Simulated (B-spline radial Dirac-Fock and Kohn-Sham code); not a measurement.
# Zr 3p1/2: cross section and angular parameters

System: the free zirconium atom, 1s2 2s2 2p6 3s2 3p6 3d10 4s2 4p6 4d2 5s2; threshold 343.5 eV (tabulated edge). Model: Dirac-Hartree-Slater photoionisation with a Latter tail; cross sections with all multipoles, angular parameters from the dipole term and its interference with E2. Program: a radial B-spline solver.

For linearly polarised light dσ/dΩ = σ/(4π) [1 + β P₂(cos θ) + (δ + γ cos²θ) sin θ cos φ], with θ from the polarisation vector and φ the angle between the beam and the projection of the electron momentum on the plane normal to the polarisation.

```
hν (eV)  σ (kb)      β       γ      δ
    393     190  0.355  -0.074  0.109
    666     131  1.429   0.129  0.010
    800     103  1.525   0.037  0.003
   1010    72.3  1.588  -0.020  0.001
   1080    64.6  1.598  -0.023  0.001
 1486.9    35.9  1.610   0.033  0.003
   1640    29.5  1.605   0.071  0.004
   1770    25.3  1.599   0.106  0.005
   2390    13.1  1.557   0.282  0.011
   2640    10.4  1.538   0.352  0.013
   4000    3.77  1.436   0.684  0.030
   4430    2.89  1.406   0.773  0.036
 5414.7    1.69  1.341   0.951  0.050
   7400       ?      ?       ?      ?
   7610   0.653  1.217   1.257  0.083
 9251.7   0.370  1.140   1.430  0.108
  10300   0.268  1.097   1.523  0.124
  11600   0.187  1.047   1.623  0.144
  15000  0.0846  0.938   1.831  0.194
```

Problem. Give the values at 7400 eV.

Solution. σ = 0.708 kb, β = 1.228, γ = 1.232, δ = 0.080.

Values without a named source are computed, but for edge energies of neutral atoms, which are taken from tables.
